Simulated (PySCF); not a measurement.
**Nuclear quadrupole coupling in `CN(C)[Si@@H](O)c1ccoc1`**

Species: C6H11NO2Si.
Geometry (GFN2-xTB, Å), atoms numbered from 1 in this order:
```xyz
21
C6H11NO2Si angstrom
C     -1.7996   -0.2101    1.5707
N     -1.6233    0.2106    0.2006
C     -2.2941   -0.6682   -0.7227
Si    -0.2395    1.1180   -0.2982
O      0.1190    2.2162    0.8484
C      1.3580    0.1532   -0.4771
C      2.6087    0.3682    0.1730
C      3.4490   -0.6011   -0.2685
O      2.8220   -1.4072   -1.1463
C      1.5672   -0.9440   -1.2623
H     -1.4274   -1.2287    1.7364
H     -1.2639    0.4634    2.2342
H     -2.8634   -0.1912    1.8287
H     -3.3579   -0.7243   -0.4741
H     -2.1881   -0.2835   -1.7331
H     -1.8822   -1.6850   -0.6911
H     -0.6492    1.7493   -1.5560
H     -0.5546    2.8217    1.1452
H      2.8236    1.1503    0.8707
H      4.4741   -0.8248   -0.0463
H      0.9128   -1.4660   -1.9326
```

Field gradients from the PBE0/pcSseg-1 density (PySCF, non-relativistic), principal values in atomic units, ordered |Vxx| ≤ |Vyy| ≤ |Vzz|:

```
atom      Vxx      Vyy      Vzz
  N2   0.3270   0.7615  -1.0885
  O5  -0.4293  -1.0790   1.5082
  O9  -0.6663  -0.7402   1.4065
```

Find the asymmetry η = (Vxx − Vyy)/Vzz and the couplings χ = eQV/h (234.96 MHz × Q in barn × V in au), with Q(14N) = 0.02044 b, Q(17O) = −0.0256 b.

```csv
atom,environment,nucleus,η,χzz (MHz),χxx (MHz),χyy (MHz)
N2,silicon-bound nitrogen,14N,0.40,-5.23,1.57,3.66
O5,silanol oxygen,17O,0.43,-9.07,2.58,6.49
O9,furan-type oxygen,17O,0.05,-8.46,4.01,4.45
```

The tensor is traceless: Vxx + Vyy + Vzz = 0.

What is Vzz at O9 in SI units (1 au = 9.71736 × 10²¹ V/m²)?

1.4065 au = 13.667 × 10²¹ V/m².

Were the hydrogens deuterons (Q(2H) = 0.00286 b), χzz would run from 106 kHz (H17) to 345 kHz (H18).

Isolated species at its GFN2-xTB geometry (one conformer only). GFN2-xTB bond lengths can be off by several hundredths of an ångström, more for odd bonds, and the gradients follow them. The basis is small and wasn't made for field gradients, so the couplings can be 20 % off.
